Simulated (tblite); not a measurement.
Species: C₄H₁₀BN.
Z-matrix (Å and degrees, GFN2-xTB geometry), rows numbered from 1:
```
C 
C   1  1.3283
B   2  1.5621  1  123.84
N   3  1.3854  2  122.78  1   155.27
C   4  1.4448  3  123.17  2   178.12
C   4  1.4443  3  125.74  2    -3.01
H   1  1.0804  2  123.02  3  -179.99
H   1  1.0786  2  121.41  3    -0.93
H   2  1.0868  1  116.28  3  -179.18
H   3  1.1746  2  119.42  1   -24.82
H   5  1.0952  4  110.68  3   120.57
H   5  1.0864  4  110.07  3     0.17
H   5  1.0954  4  110.41  3  -120.00
H   6  1.0952  4  110.39  3  -119.44
H   6  1.0953  4  110.58  3   121.22
H   6  1.0849  4  110.53  3     0.48
```

Level: GFN2-xTB in tblite, geometry and Hessian alike; calculated harmonic values, unscaled, isolated species. The method is semi-empirical: single wavenumbers can be off by several per cent or more. Modes of hydrogen on boron can be 10 to 20 % off. One conformer, not necessarily the lowest.

Harmonic wavenumbers (cm⁻¹): 26.6, 113.8, 157.2, 191.0, 227.1, 341.2, 357.7, 411.1, 459.2, 536.4, 769.0, 850.9, 919.8, 932.8, 1039.0, 1045.3, 1058.0, 1069.3, 1089.5, 1138.1, 1160.3, 1224.3, 1307.6, 1412.3, 1417.4, 1422.4, 1463.1, 1474.1, 1484.4, 1489.3, 1522.0, 1663.5, 2592.0, 2920.8, 2922.7, 2944.5, 2951.9, 2996.2, 3050.6, 3065.9, 3068.6, 3097.2.

A = 8319, B = 1866, C = 1571 MHz; mass 83.091 u (most abundant isotopes); point group C1, symmetry number 1.

Q: Zero-point energy?

A: Half the sum of the wavenumbers: 29692 cm⁻¹ = 84.89 kcal/mol.

Q: Give the ideal-gas entropy at 500 K and 1 bar in the rigid-rotor, harmonic-oscillator model (classical rotation).

A: Translation 41.76, rotation 28.52, vibration 36.74: S = 107.0 cal/(mol K).

Q: And Cp and H(500 K) − H(0)?

A: Cp = 44.36 cal/(mol K), of which vibrations give 36.41 (their classical limit is 42 R = 83.5); H(500 K) − H(0) = 13.23 kcal/mol without the zero-point energy, 9.26 from vibrations.

Q: How do the functions run with temperature in this model?

A: 
```
T (K)  S (cal/(mol K))  Cp (cal/(mol K))  H − H(0) (kcal/mol)  G − H(0) (kcal/mol)  ln q(vib)
  100             64.4              15.8                 1.17                -5.27       1.59
  200             77.6              22.9                 3.12               -12.41       3.52
  300             88.2              30.0                 5.76               -20.72       5.42
  800            131.5              59.6                29.01               -76.16      14.66
 1000            145.6              66.6                41.67              -103.89      18.14
```

q(vib) and H(0) count from the zero-point level.

Q: Blend soft modes into free rotors: weight 1/[1 + (100 cm⁻¹/ν̃)⁴] for the oscillator and the rest for a rotor with moment μB/(μ + B), μ = h/(8π²ν), B = 10⁻⁴⁴ kg m². What vibrational entropy results?

A: 33.84 cal/(mol K) in place of 36.74, which changes −T·S at 500 K by +1.45 kcal/mol.

Q: What must be added to the electronic energy to get the Gibbs energy at 500 K and 1 bar?

A: ZPE + [H(500 K) − H(0)] − T·S = 84.89 + 13.23 − 53.51 = 44.61 kcal/mol.

Q: Which modes carry the vibrational entropy at 500 K?

A: 26.6 cm⁻¹: 7.09; 113.8 cm⁻¹: 4.21; 157.2 cm⁻¹: 3.58; 191.0 cm⁻¹: 3.20; 227.1 cm⁻¹: 2.87; 341.2 cm⁻¹: 2.10 cal/(mol K); the other 36 give 13.68 together.

Hindered rotation and anharmonicity are outside this model. Other conformers, if any are populated, would add a mixing term that is left out. The structure is chiral; the term R ln 2 for an equal mix with its mirror image is left out.

Hardware: one thread of an Arm Neoverse V2, on a shared host. Cost: 0.31 s. The figure is for the frequency step alone.
